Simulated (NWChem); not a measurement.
System: GeH2ClF; SMILES [GeH2]([Cl])[F]

```xyz
5

Ge    -0.3386     0.4778     0.0000
F      1.1258     1.4174     0.0000
Cl     0.2405    -1.6115     0.0000
H     -1.0847     0.7700     1.3149
H     -1.0847     0.7700    -1.3149
```
Atoms are numbered in this order, from 1.

Computed with NWChem. Geometry: optimised at B3LYP/6-31G* (spherical d). GIAO values for the isolated, static molecule; σ is the absolute isotropic shielding, δ = σ(reference) − σ with the isolated reference molecule computed at the same levels (19F: trichlorofluoromethane, 1H: tetramethylsilane).

Problem. Among these, which level gives the highest value of “δ H4 (ppm)”?
A) PBE0/pcSseg-1
B) BHandHLYP/pcSseg-1
C) KT2/pcSseg-1

Solution. C, KT2/pcSseg-1. Values: BHandHLYP/pcSseg-1 6.11; PBE0/pcSseg-1 6.37; KT2/pcSseg-1 6.57
